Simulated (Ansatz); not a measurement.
```yaml
crystal:
  periodic: [false, false, false]
  atoms:
    - {symbol: F, position_ang: [0.514458, -1.755038, 2.213074]}
    - {symbol: In, position_ang: [1.002471, -1.487778, 0.367135]}
    - {symbol: F, position_ang: [2.249692, -2.739678, -0.386002]}
    - {symbol: O, position_ang: [0.275468, -0.026090, -0.684833]}
    - {symbol: Si, position_ang: [-0.771038, 1.214322, -0.428794]}
    - {symbol: H, position_ang: [-0.333083, 2.050482, 0.722171]}
    - {symbol: H, position_ang: [-2.138558, 0.701583, -0.142674]}
    - {symbol: H, position_ang: [-0.799399, 2.042209, -1.660067]}
basis:
  gaussian: {orbitals: def2-TZVP, fitting: {mean_field: cc-pVTZ-jkfit}, final_grid: {core_spheres: 5, valence_spheres: 4, degree: 11}}
hamiltonian: {xc: {name: HF}}
correlation: {method: mp2, frozen_orbitals: {F: 9}}
output: {forces: true}
```

```sh
$ ansatz run in.yaml --threads 4 --pin off --events-out ev --progress --plain --max-ram 10444MiB
```

**Question.** How does Ansatz answer? (Best estimate.)

**Answer.** The calculation gave: The program refused the input.
```
Functional definition: HF
Error: "frozen_orbitals" has no count for In
```
